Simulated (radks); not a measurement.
Q: The table gives one normalised radial function P(r) = r R(r) of Li2+ in 2p1 (r in bohr). Calculated with a radial shooting solver on a logarithmic mesh with Libxc functionals: scalar-relativistic Kohn-Sham, LDA (Slater exchange, VWN5 correlation), spin-polarised, spherical densities, finite nucleus; open shells are filled with parallel spins first; Fermi nuclear charge, rms radius 2.444 fm.

r,P
0.0428,0.0053
0.05145,0.0076
0.06185,0.0107
0.07434,0.0152
0.09007,0.0218
0.1083,0.0307
0.1301,0.0430
0.1577,0.0605
0.1895,0.0834
0.2278,0.1139
0.2761,0.1557
0.3318,0.2072
0.3989,0.2711
0.4794,0.3478
0.5809,0.4395
0.6983,0.5340
0.8394,0.6263
1.017,0.7070
1.222,0.7537
1.469,0.7554
1.78,0.6995
2.14,0.5931
2.572,0.4515
3.092,0.3021
3.747,0.1687
4.504,0.0801
5.413,0.0306

Which n and l does it have? It may be an empty orbital.

A: n = 2, l = 1: the number of nodes gives n - l - 1 = 0, the rise at small r (about r^(l+1)) gives l, and the extent must fit the shell. The curve is that of 2p up; the table hardly tells the two spins apart. 2p up: eigenvalue -24.986 eV, 0 radial nodes, <r> = 1.69 bohr, 90 % of the charge inside 2.70 bohr.
